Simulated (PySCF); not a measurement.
Two species compared at the same levels of theory.

First species: C4H5NO2S2.
SMILES: `s1ncc(S(=O)(C)=O)c1`

Second species: C4H11NSi.
SMILES: `C=N[Si@H](C)CC`

Levels: CAM-B3LYP/def2-SVPD for dipole moment, HOMO energy, LUMO energy, HOMO–LUMO gap, static isotropic polarisability and electronic spatial extent ⟨r²⟩ about the centre of nuclear charge; TDDFT CAM-B3LYP/def2-SVPD for lowest singlet excitation; PBE0-D3(BJ)/def2-SVP for rotational constant A and rotational constant C. Geometries: PBE0-D3(BJ)/def2-SVP. Each species is one conformer at its optimised geometry, gas phase, non-relativistic unless stated. Electronic properties by PySCF.

Dipoles, sizes and rotational constants follow the conformer. The torsions of the flexible species, by atom-mapped SMILES:
- `[CH3:1][S:2](=[O:3])(=[O:4])[c:5]1[cH:6][n:7][s:8][cH:9]1`: C1–S2–C5–C6 84°
- `[CH2:1]=[N:2][Si@H:3]([CH3:4])[CH2:5][CH3:6]`: C1–N2–Si3–C4 -121°, N2–Si3–C5–C6 -58°

Task: Which of the two has the higher dipole moment, and by how much?

Result: The first: 4.09 D against 0.77 D, a difference of 3.32 D.

Task: Which has the higher rotational constant C?

Result: The second: 1.449 GHz against 0.712 GHz, a difference of 0.737 GHz.

Task: Which has the higher static isotropic polarisability?

Result: The first: 95.1 au against 83.8 au, a difference of 11.3 au.

Task: Which has the higher ⟨r²⟩?

Result: The first: 1593 bohr² against 909 bohr², a difference of 684 bohr².

Task: Which of the two has the higher S1 energy, and by how much?

Result: The first: 5.64 eV against 4.09 eV, a difference of 1.55 eV.

Task: Which has the higher rotational constant A?

Result: The second: 2.925 GHz against 2.835 GHz, a difference of 0.090 GHz.

Task: Which of the two has the higher LUMO energy, and by how much?

Result: The second: 0.45 eV against -0.80 eV, a difference of 1.25 eV.

Task: Which has the higher HOMO–LUMO gap?

Result: The first: 8.84 eV against 8.78 eV, a difference of 0.06 eV.

On the first: In atomic units the dipole is 1.61 e·bohr (1 au = 2.5417 D). The principal polarisabilities are 72.2, 91.8 and 121.2 au; their mean is the isotropic value.

On the second: S1 lies 4.69 eV below the HOMO–LUMO gap; its leading configuration is HOMO→LUMO, weight 0.98. A dipole of 0.77 D is allowed in C1, and pure rotational transitions are dipole-allowed.
